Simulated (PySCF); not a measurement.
Reaction (SMILES): N#P (N-P) + H+ → [NH+]#P
B3LYP-D3(BJ)/def2-TZVP geometries, fixed; electronic energies without zero-point terms; positive where energy is released.
Largest species:
```
N
H 1 1.0147
P 1 1.4549 2 180.00
```
Charge +1, spin multiplicity 1.

Basis-set convergence of the proton affinity at PBE0 with PySCF. All functions are spherical. Density fitting with generated auxiliary sets. In sets without p functions on hydrogen, species with hydrogen take exact integrals. The proton sits at the site shown, which need not be the one that binds it best. No added dispersion term, no relativity. Functions are those of the species that has most. Reference: the value in aug-pcseg-3, 198.71 kcal/mol, itself unsure by roughly 0.10 kcal/mol (its mean distance from aug-cc-pV(Q+d)Z, cc-pV(5+d)Z, def2-QZVPPD). Deviations are taken from unrounded values.

| basis | functions | proton affinity (kcal/mol) | minus reference (kcal/mol) |
|---|---|---|---|
| STO-3G | 15 | 241.60 | 42.89 |
| 3-21G | 24 | 197.19 | -1.52 |
| 6-31G* | 34 | 195.55 | -3.17 |
| def2-SV(P) | 34 | 195.41 | -3.30 |
| 6-31G** | 37 | 198.02 | -0.69 |
| pcseg-1 | 37 | 194.61 | -4.10 |
| 6-311+G** | 58 | 196.58 | -2.13 |
| aug-pcseg-1 | 59 | 193.20 | -5.51 |
| aug-cc-pV(D+d)Z | 64 | 194.91 | -3.80 |
| 6-311++G(2d,2p) | 72 | 196.68 | -2.03 |
| pcseg-2 | 78 | 198.86 | 0.15 |
| def2-TZVPP | 87 | 198.93 | 0.22 |
| jun-cc-pV(T+d)Z | 101 | 198.11 | -0.60 |
| def2-TZVPPD | 102 | 198.46 | -0.25 |
| 6-311++G(3df,3pd) | 104 | 198.13 | -0.59 |
| aug-cc-pV(T+d)Z | 124 | 198.14 | -0.57 |
| cc-pV(Q+d)Z | 149 | 198.80 | 0.09 |
| pcseg-3 | 157 | 198.86 | 0.15 |
